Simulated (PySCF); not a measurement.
C4H9ClSi.
Geometry (PBE0-D3(BJ)/def2-SVP, Å), atoms numbered from 1 in this order:
```xyz
15
C4H9ClSi angstrom
Cl    -0.0323   -2.9629    3.2396
C     -0.0159   -2.7816    1.4357
C      1.4295   -2.8264    0.9472
C      2.1668   -1.5579    1.4057
Si     0.8155   -0.2180    1.4027
C     -0.6202   -1.4271    1.0743
H     -0.6040   -3.6310    1.0600
H      1.3915   -2.8641   -0.1563
H      1.9252   -3.7508    1.2816
H      3.0274   -1.3249    0.7621
H      2.5481   -1.6867    2.4303
H      0.7061    0.5317    2.6887
H      0.9620    0.7767    0.2945
H     -1.5510   -1.2307    1.6236
H     -0.8598   -1.4203   -0.0033
```

Linear response at CAM-B3LYP/def2-SVPD (PySCF, frozen core in the response, non-relativistic).

Static isotropic polarisability: 84.82 au (12.57 Å³), principal values 79.5, 82.8, 92.1 au.

Problem. What is the polarisability at 1064 nm and at the sodium D line?

Solution. 85.49 au at 1064 nm (+0.8 %), 87.05 au at 589.3 nm (+2.6 %). The rise at 589.3 nm is 3.34 times that at 1064 nm; a pure ω² law gives 3.26. The lowest singlet lies at 169 nm, shorter than both wavelengths.

Problem. What is the isotropic C6 coefficient between two such molecules, C6 = (3/π)∫α(iω)² dω?

Solution. 2912 au (Eh·bohr⁶) by a ten-point quadrature over imaginary frequencies, which is 1740 eV·Å⁶ or 168 J·nm⁶/mol.

Problem. Which effective excitation energy ω̄ makes London's formula C6 = (3/4)α²ω̄ exact here?

Solution. ω̄ = 4·C6/(3α²) = 0.540 Eh = 14.7 eV. A one-pole form α(ω) = α/(1 − ω²/ω̄²) fitted to the 1064 nm value gives 13.2 eV.

Problem. The lowest 6 singlets have (eV, f): 7.33, 0.001; 7.35, 0.001; 7.89, 0.013; 8.05, 0.018; 8.11, 0.015; 8.16, 0.077. What share of the static polarisability do they carry in the sum over states α = Σ f/ω²?

Solution. 1.42 au, 1.7 % of α; the largest term, 0.86 au, is that of the state at 8.16 eV. Their oscillator strengths add up to 0.13. Higher states carry the rest.

Problem. How many electrons N does the Slater–Kirkwood formula C6 = (3/4)·√N·α^(3/2) need to give this C6?

Solution. N = (4·C6/3)²/α³ = 24.7; the species has 64 electrons in all.

Problem. How anisotropic is the static polarisability, by Δα² = ½[(α1 − α2)² + (α2 − α3)² + (α3 − α1)²]?

Solution. Δα = 11.3 au, or 0.13 of the isotropic value.

Problem. What molar refraction at the D line follows from R = (4π/3)·N_A·α′, with α′ the polarisability volume?

Solution. α′ = 12.90 Å³ gives R = 32.54 cm³/mol, for isolated, non-vibrating species.

Problem. What n − 1 at the D line would an ideal gas of it have at 273.15 K and 1 atm (2.6868 × 10¹⁹ cm⁻³), by n − 1 = 2π·N·α′?

Solution. 21.78 × 10⁻⁴, a formal value whether or not that pressure can be reached.

One conformer stands for the species.
